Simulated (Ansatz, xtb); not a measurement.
# C7H8: which of two isomers lies lower

Structure a: `C#C/C=C(/C)C=C`, a singlet. Structure b: `C#C/C=C(\C)C=C`, a singlet. Both are isolated molecules in the gas phase, relaxed with B3LYP-D3(BJ)/def2-SVP; the shapes shown needn't be the lowest conformers.

a (Å):

```yaml
atoms:
  - { symbol: C, position_ang: [-1.8061, 0.5212, 2.1374] }
  - { symbol: C, position_ang: [-0.6756, 0.1685, 1.8604] }
  - { symbol: C, position_ang: [0.6615, -0.2141, 1.5713] }
  - { symbol: C, position_ang: [1.0430, -1.1079, 0.6163] }
  - { symbol: C, position_ang: [2.4996, -1.4223, 0.4144] }
  - { symbol: C, position_ang: [0.0511, -1.7746, -0.2260] }
  - { symbol: C, position_ang: [0.3231, -2.6678, -1.1925] }
  - { symbol: H, position_ang: [-2.8056, 0.8292, 2.3782] }
  - { symbol: H, position_ang: [1.4369, 0.2630, 2.1809] }
  - { symbol: H, position_ang: [2.6974, -2.4967, 0.5667] }
  - { symbol: H, position_ang: [3.1339, -0.8546, 1.1092] }
  - { symbol: H, position_ang: [2.8165, -1.1839, -0.6148] }
  - { symbol: H, position_ang: [-0.9911, -1.5045, -0.0309] }
  - { symbol: H, position_ang: [-0.4791, -3.1218, -1.7792] }
  - { symbol: H, position_ang: [1.3428, -2.9780, -1.4346] }
```

b (Å):

```yaml
atoms:
  - { symbol: C, position_ang: [-1.6768, 0.0617, 2.7882] }
  - { symbol: C, position_ang: [-0.6604, -0.4302, 2.3357] }
  - { symbol: C, position_ang: [0.5400, -1.0072, 1.8464] }
  - { symbol: C, position_ang: [0.8248, -1.2500, 0.5367] }
  - { symbol: C, position_ang: [-0.1374, -0.9200, -0.5686] }
  - { symbol: C, position_ang: [2.1141, -1.8531, 0.2028] }
  - { symbol: C, position_ang: [2.5453, -2.1539, -1.0340] }
  - { symbol: H, position_ang: [-2.5751, 0.4958, 3.1840] }
  - { symbol: H, position_ang: [1.2892, -1.2733, 2.6010] }
  - { symbol: H, position_ang: [-0.3997, -1.8254, -1.1407] }
  - { symbol: H, position_ang: [-1.0612, -0.4762, -0.1765] }
  - { symbol: H, position_ang: [0.3159, -0.2112, -1.2815] }
  - { symbol: H, position_ang: [2.7682, -2.0688, 1.0553] }
  - { symbol: H, position_ang: [1.9409, -1.9635, -1.9244] }
  - { symbol: H, position_ang: [3.5275, -2.6048, -1.1935] }
```

Quicker runs give these differences E(b) − E(a): GFN2-xTB −0.87 kJ/mol; HF/STO-3G −0.72 kJ/mol (at GFN2-xTB geometries); r2SCAN-D4/def2-SVP −3.07 kJ/mol (at GFN2-xTB geometries).

Problem. Estimate E(b) − E(a) at the level CCSD(T)/def2-SVP + ΔMP2/def2-TZVPP.

Solution. CCSD(T)/def2-SVP + ΔMP2/def2-TZVPP gives E(b) − E(a) = −1.71 kJ/mol, slightly favouring structure b, which is too small a margin to settle the true order.

Level by level:

```json
{"level": "GFN2-xTB", "geometry": "GFN2-xTB", "E(b) − E(a) (kJ/mol)": "−0.87", "departure from the last row (kJ/mol)": "+0.84", "job, with rough time for the two": "optimisation, 0.17 s"}
{"level": "HF/STO-3G", "geometry": "GFN2-xTB", "E(b) − E(a) (kJ/mol)": "−0.72", "departure from the last row (kJ/mol)": "+0.99", "job, with rough time for the two": "single point, 0.54 s"}
{"level": "r2SCAN-D4/def2-SVP", "geometry": "GFN2-xTB", "E(b) − E(a) (kJ/mol)": "−3.07", "departure from the last row (kJ/mol)": "−1.36", "job, with rough time for the two": "single point, 7.2 s"}
{"level": "B3LYP-D3(BJ)/def2-SVP", "geometry": "B3LYP-D3(BJ)/def2-SVP", "E(b) − E(a) (kJ/mol)": "−2.47", "departure from the last row (kJ/mol)": "−0.76", "job, with rough time for the two": "optimisation, 60 s"}
{"level": "HF/def2-SVP", "geometry": "B3LYP-D3(BJ)/def2-SVP", "E(b) − E(a) (kJ/mol)": "−1.61", "departure from the last row (kJ/mol)": "+0.10", "job, with rough time for the two": "part of the CCSD(T) run"}
{"level": "MP2/def2-SVP", "geometry": "B3LYP-D3(BJ)/def2-SVP", "E(b) − E(a) (kJ/mol)": "−1.71", "departure from the last row (kJ/mol)": "0.00", "job, with rough time for the two": "part of the CCSD(T) run"}
{"level": "CCSD(T)/def2-SVP", "geometry": "B3LYP-D3(BJ)/def2-SVP", "E(b) − E(a) (kJ/mol)": "−1.57", "departure from the last row (kJ/mol)": "+0.14", "job, with rough time for the two": "single point"}
{"level": "CCSD(T)/def2-SVP + ΔMP2/def2-TZVPP", "geometry": "B3LYP-D3(BJ)/def2-SVP", "E(b) − E(a) (kJ/mol)": "−1.71", "departure from the last row (kJ/mol)": "", "job, with rough time for the two": "single point, 2.5 min"}
```

As drawn, both hold the same kinds of bond in the same numbers.

The largest departure from CCSD(T)/def2-SVP + ΔMP2/def2-TZVPP is that of r2SCAN-D4/def2-SVP, 1.36 kJ/mol. The last row adds to CCSD(T) the change of the MP2 difference between the two basis sets, here −0.14 kJ/mol.

With thermal terms from frequencies at re-optimised GFN2-xTB minima (ideal gas, soft modes damped towards free rotors, one conformer each, 298.15 K, 1 atm): the zero-point term adds −0.10 kJ/mol; ΔH is −1.76 and ΔG −1.71 kJ/mol.

The correlated steps freeze 7 core orbitals. Programs: Ansatz 0.2.0, xtb 6.7.1; the last row on 2 threads of Arm Neoverse V1 on a shared host.
